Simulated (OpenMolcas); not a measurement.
**Lines of Xe VII: computed and rescaled rates**

```
Program             : OpenMolcas
Method              : MS-CASPT2, IPEA 0.25 Eh, imaginary shift 0.1 Eh (closed shells correlated: 4d)
Basis               : ANO-RCC [10s9p8d5f3g]
Scalar Hamiltonian  : DKH2, point nucleus
Active space        : 2 electrons in 8 orbitals (5s 5p 6s 6p)
State averaging     : 2S+1 = 3 even, 3 roots; 2S+1 = 1 even, 7 roots; 2S+1 = 3 odd, 3 roots; 2S+1 = 1 odd, 3 roots
Spin-orbit coupling : state interaction with AMFI integrals over the reference wave functions, term energies averaged over their components
```

Rates come from the transition moments of the reference wave functions (E1 and E2 in the length form). At fixed line strength A goes as λ^-3 for E1 and M1 and as λ^-5 for E2, so a rate at the computed wavelength can be rescaled to the measured one. Measured vacuum wavelengths follow from level energies in Saloman, J. Phys. Chem. Ref. Data 33, 765 (2004). Branching counts decays inside the model space alone, at computed energies, and the table is only a selection of the E1 lines, drawn from those between levels with measured partners whose computed energy lies within a factor of 1.5 of the measured one.

| Upper | Lower | Type | λ computed (nm) | λ measured (nm) | A computed (s-1) | A rescaled (s-1) | Branching % |
| --- | --- | --- | --- | --- | --- | --- | --- |
| 5p2 3P0 | 5s 5p 1P* 1 | E1 | 118.4 | 124.4 | 8.45e+07 |  | 1.1 |
| 5p2 1D2 [61 %] | 5s 5p 1P* 1 | E1 | 105.3 | 107.7 | 1.72e+09 | 1.61e+09 | 29.6 |
| 5p2 3P2 [61 %] | 5s 5p 1P* 1 | E1 | 91.25 | 92.09 | 2.42e+09 |  | 29.7 |
| 5p2 3P1 | 5s 5p 3P* 2 | E1 | 81.99 | 82.64 | 3.00e+09 | 2.93e+09 | 34.3 |
| 5p2 1D2 [61 %] | 5s 5p 3P* 2 | E1 | 81.25 | 81.68 | 2.15e+09 |  | 37.2 |
| 5p2 3P0 | 5s 5p 3P* 1 | E1 | 80.54 | 81.15 | 7.64e+09 | 7.47e+09 | 98.9 |
| 5p2 1S0 | 5s 5p 1P* 1 | E1 | 75.14 | 76.95 | 1.23e+10 | 1.15e+10 | 98.5 |
| 5p2 3P1 | 5s 5p 3P* 1 | E1 | 74.87 | 74.5 | 2.29e+09 | 2.32e+09 | 26.2 |
| 5p2 1D2 [61 %] | 5s 5p 3P* 1 | E1 | 74.26 | 73.72 | 1.92e+09 |  | 33.2 |
| 5p2 3P1 | 5s 5p 3P* 0 | E1 | 72.75 | 72.18 | 3.43e+09 | 3.51e+09 | 39.3 |
| 5p2 3P2 [61 %] | 5s 5p 3P* 2 | E1 | 72.62 | 72.37 | 4.75e+09 | 4.80e+09 | 58.2 |
| 5p2 3P2 [61 %] | 5s 5p 3P* 1 | E1 | 66.98 | 66.05 | 9.87e+08 | 1.03e+09 | 12.1 |
| 5p2 1S0 | 5s 5p 3P* 1 | E1 | 57.87 | 57.88 | 1.91e+08 |  | 1.5 |

Spin-changing lines and M1 lines between different terms are not rescaled, since their strength hangs on the term gaps too.

The largest correction is for 5p2 1S0 → 5s 5p 1P* 1 (E1): 1.23e+10 × (75.14 / 76.95)^3 = 1.15e+10 s-1, a factor of 0.93.

The computed rate and branching of 5p2 3P0 → 5s 5p 3P* 1 give the upper level a radiative lifetime of 0.989 / 7.64e+09 s-1 = 1.29e-10 s, counting decays inside the model space alone. The rescaled rate gives about 1.3e-10 s.

No measured rate stands beside these. Rescaling mends the energy factor alone: line strengths can still be far off where a level mixes with configurations outside the active space, and weak or spin-changing lines hang on small mixing coefficients that depend on the term gaps too, so rescaling need not improve them.

CASPT2 does not keep the components of a term degenerate, so their means are used; among the terms shown or strongly mixed into the levels shown the widest spread is 37 cm-1 (5p2 1D). Over all roots computed the reference weight is 0.89 to 0.95; the roots of lowest weight are the least certain, and an intruder state may touch them. Active for correlation alone: 6p 6s; no level in the range computed is led by a configuration that fills them, so any true level of that kind is missing. The ¹D term of p² mixes with s d, which this space lacks. Computed and measured levels are paired by configuration, term and J; levels that our copy of the source lacks, or whose pairing is in doubt (as where it misses far off the trend of its configuration), stay unpaired. Only configurations of the active space appear.

A share in square brackets marks a mixed level and gives the weight of the term that names it. * marks odd parity.
